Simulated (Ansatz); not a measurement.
Ansatz results at the PBE0-D4/def2-TZVP geometry: size of the dipole moment (PBE/def2-TZVPP) 0.37 D; HOMO–LUMO gap (B3LYP/def2-TZVPP) 7.20 eV; HOMO–LUMO gap (ωB97M-V/def2-TZVPP) 10.91 eV.

Each molecule was computed in one conformer, which needn't be the lowest.

(1) Which molecule gave them?
A. `[CH3][Zr]([OH])([Cl])[O][SiH3]`
B. `[F][Zr]([F])([F])[Cl]`
C. `CC(C)[O][Zr]([OH])([OH])[Cl]`
D. `CC[O][Zr]([OH])([OH])[O]CC`

Answers

(1) D. The others give `[CH3][Zr]([OH])([Cl])[O][SiH3]`: 2.53, 6.30, 10.66; `[F][Zr]([F])([F])[Cl]`: 0.17, 7.75, 12.56; `CC(C)[O][Zr]([OH])([OH])[Cl]`: 3.82, 7.52, 11.23.

B3LYP here is the variant with VWN-RPA as its local correlation; programs differ in this.
